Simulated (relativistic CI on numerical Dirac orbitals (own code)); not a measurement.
Energy levels of Sc20+

Method of calculation: Dirac equation for one electron, model QED (radiative potential, 1s self-energy scaled to tabulated hydrogen-like ionisation energies) (own radial code, finite nucleus).

Configurations in the expansion: 1s, 2s, 2p, 3s, 3p, 3d, 4s, 4p, 4d, 4f, 5s, 5p, 5d, 5f, 5g, 6s, 6p, 6d. Levels of other configurations are missing.

The lowest level is 1s ²S1/2, with 100 % of that term; Hund's rules for 1s give ²S with J = 1/2, in agreement.

```
No.  Configuration  Term    J   E (Ry)    %  Landé g  Lifetime (s)
  1             1s    ²S  1/2    0.000  100    1.987              
  2             2p   ²P°  1/2  332.405  100    0.662      8.18e-15
  3             2s    ²S  1/2  332.425  100    1.998              
  4             2p   ²P°  3/2  333.063  100    1.331      8.25e-15
  5             3p   ²P°  1/2  394.183  100    0.664      2.71e-14
  6             3s    ²S  1/2  394.189  100    2.001      7.78e-13
  7             3d    ²D  3/2  394.377  100    0.798      7.85e-14
  8             3p   ²P°  3/2  394.378  100    1.333      2.72e-14
  9             3d    ²D  5/2  394.442  100    1.199      7.92e-14
 10             4p   ²P°  1/2  415.778  100    0.665      6.34e-14
 11             4s    ²S  1/2  415.781  100    2.001      1.12e-12
 12             4d    ²D  3/2  415.860  100    0.799      1.83e-13
 13             4p   ²P°  3/2  415.860  100    1.333      6.33e-14
 14             4f   ²F°  5/2  415.887  100    0.856      3.71e-13
 15             4d    ²D  5/2  415.887  100    1.200      1.85e-13
 16             4f   ²F°  7/2  415.901  100    1.142      3.72e-13
 17             5p   ²P°  1/2  425.762  100    0.665      1.23e-13
 18             5s    ²S  1/2  425.764  100    2.002      1.74e-12
 19             5d    ²D  3/2  425.804  100    0.799      3.52e-13
 20             5p   ²P°  3/2  425.804  100    1.334      1.22e-13
 21             5f   ²F°  5/2  425.818  100    0.856      7.17e-13
 22             5d    ²D  5/2  425.818  100    1.200      3.56e-13
 23             5g    ²G  7/2  425.825  100    0.888      1.21e-12
 24             5f   ²F°  7/2  425.825  100    1.143      7.19e-13
 25             5g    ²G  9/2  425.829  100    1.111      1.21e-12
 26             6p   ²P°  1/2  431.181  100    0.665      2.11e-13
 27             6s    ²S  1/2  431.182  100    2.002      2.65e-12
 28             6d    ²D  3/2  431.205  100    0.799      6.02e-13
 29             6p   ²P°  3/2  431.205  100    1.334      2.10e-13
 30             6d    ²D  5/2  431.213  100    1.200      6.08e-13
```

Energies count from the lowest computed level; ° marks odd parity; lifetimes are radiative, by E1, M1, E2, M2 decay to levels of this space only; some are left blank where a channel outside the calculation adds to the decay or the decay crosses a small, uncertain gap.
